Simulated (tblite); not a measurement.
C6H5F.
Numbering: `[F:1][C@@:2]12[CH:3]=[CH:4][C@H:5]3[C@@H:6]1[C@@H:7]23` (hydrogens: H8 on C3; H9 on C4; H10 on C5; H11 on C6; H12 on C7)

Computed with GFN2-xTB (tblite), gas phase: L-BFGS steps from a force-field or distance-geometry start until the largest atomic force falls under 0.01 eV/Å.

Step 5: E = -544.7372 eV
```
atom  x, y, z in Å  |  force x, y, z in eV/Å
F1     -1.9301   -1.3572    0.2016   -0.058  -0.373   0.201
C2     -0.8649   -0.5470    0.0714   -0.411   0.186  -0.270
C3     -1.0758    0.7873   -0.5466    0.330   0.296   0.032
C4      0.1462    1.3175   -0.5274   -0.132   0.077  -0.226
C5      1.0604    0.2998    0.0614   -0.081   0.483   0.018
C6      0.2522   -0.4627    1.0767    0.148  -1.102   0.024
C7      0.5066   -1.0504   -0.2872    0.146  -0.693   0.720
H8     -2.0108    1.1901   -0.8930    0.156  -0.156   0.097
H9      0.4620    2.2631   -0.8801    0.167   0.508  -0.166
H10     2.1132    0.4866    0.1982   -0.006  -0.054  -0.039
H11     0.4206   -0.9115    2.0489   -0.067   0.356  -0.380
H12     0.9216   -2.0163   -0.5501   -0.193   0.472  -0.011
```

Step 6: E = -544.7961 eV
```
atom  x, y, z in Å  |  force x, y, z in eV/Å
F1     -1.9342   -1.3625    0.2038    0.047  -0.198   0.136
C2     -0.8723   -0.5382    0.0649    0.027  -0.488   0.131
C3     -1.0737    0.7839   -0.5426    0.298   0.506  -0.109
C4      0.1473    1.3182   -0.5302   -0.076  -0.040  -0.104
C5      1.0610    0.3069    0.0626   -0.231  -0.042   0.121
C6      0.2616   -0.4933    1.0746   -0.050  -0.471  -0.099
C7      0.5125   -1.0682   -0.2624   -0.024  -0.188   0.313
H8     -2.0082    1.1797   -0.8890    0.064  -0.084   0.052
H9      0.4667    2.2630   -0.8785    0.149   0.539  -0.190
H10     2.1162    0.4812    0.1994   -0.031  -0.009  -0.040
H11     0.4039   -0.8655    2.0765   -0.031   0.176  -0.275
H12     0.9203   -2.0060   -0.6052   -0.141   0.297   0.063
```

Problem. Estimate the geometry and energy of step 7. (The exact step hangs on the optimiser's Hessian estimate; all steps are aligned on step 6, rigid shifts and turns removed.)

Solution. E = -544.8170 eV, largest force 0.398 eV/Å
```
atom  x, y, z in Å  |  force x, y, z in eV/Å
F1     -1.9350   -1.3699    0.2080    0.079  -0.103   0.083
C2     -0.8749   -0.5406    0.0631    0.041  -0.375   0.128
C3     -1.0692    0.7900   -0.5427    0.074   0.187  -0.054
C4      0.1487    1.3224   -0.5348    0.132   0.092  -0.055
C5      1.0564    0.3091    0.0652   -0.075  -0.119   0.096
C6      0.2620   -0.5089    1.0701   -0.137   0.004   0.059
C7      0.5124   -1.0739   -0.2502   -0.050  -0.018  -0.118
H8     -2.0058    1.1776   -0.8875    0.014  -0.036   0.022
H9      0.4699    2.2745   -0.8824    0.084   0.291  -0.102
H10     2.1153    0.4808    0.1983   -0.120  -0.024  -0.028
H11     0.4041   -0.8625    2.0689   -0.016   0.069   0.026
H12     0.9172   -1.9992   -0.6020   -0.027   0.031  -0.056
```

The energy changes by -0.0209 eV. The first-order estimate −F·Δx gives -0.0346 eV and the mean of the old and new forces, exact on a quadratic surface, -0.0208 eV. The step makes an angle of 32° with the force vector and moves no atom by more than 0.016 Å.

What follows is the cost of the whole relaxation. The run took 0.45 s wall on Intel Xeon at 2.50 GHz, one thread, on a shared host.
